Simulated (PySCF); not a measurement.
**Vertical excitation energies**

C4H8B2Cl2.
SMILES: `C=CB(C)CB(Cl)Cl`

Method: TDDFT PBE0/def2-SVPD, vertical, gas phase, core orbitals frozen in the response (PySCF). One conformer (not necessarily the lowest) at the PBE0-D3(BJ)/def2-SVP geometry, without solvent, vibrations or thermal averaging. Torsions of this conformer, `[CH2:1]=[CH:2][B:3]([CH3:4])[CH2:5][B:6]([Cl:7])[Cl:8]`: C1–C2–B3–C4 -1°, C2–B3–C5–B6 80°, B3–C5–B6–Cl7 83°.

```tsv
state	λ (nm)	E (eV)	f	main configurations (H = HOMO, L = LUMO)
S1	240.8	5.15	0.030	H-1→L (72%), H→L (10%), H-3→L (10%)
S2	237.4	5.22	0.063	H-2→L (65%), H→L (18%), H-3→L (10%)
S3	225.6	5.50	0.111	H→L (52%), H-1→L (20%), H-3→L (19%)
S4	219.8	5.64	0.038	H-3→L (54%), H-2→L (23%), H→L (14%)
S5	206.9	5.99	0.0078	H-5→L (75%)
S6	194.6	6.37	0.049	H-4→L (89%), H-5→L (9%)
```

The lowest singlet lies at 5.15 eV (241 nm, ultraviolet) and is weak; its leading configuration is HOMO-1→LUMO (72%). The most intense listed level is S3 at 5.50 eV (226 nm, f = 0.111), 0.35 eV above S1. Löwdin shares by element: HOMO carbon 72% or more, boron 7% or more (atoms not listed hold the other 22%); LUMO boron 34%, carbon 30% or more (atoms not listed hold the other 36%). The oscillator strengths of these states sum to 0.298; summed over the whole spectrum of an exact calculation they would give the number of electrons, 76 (Thomas–Reiche–Kuhn). Of the 6 states listed, 5 reach f = 0.01 and none stays under 0.0005. Orbital energies (eV): HOMO-3 -9.07, HOMO-2 -8.85, HOMO-1 -8.71, HOMO -8.29, LUMO -2.15, LUMO+1 -0.69, LUMO+2 0.22. No computed singlet lies in the visible range (380 to 750 nm); the lowest, at 241 nm, stands 1.89 eV above its violet end (3.26 eV). Singlets were solved by full linear response.
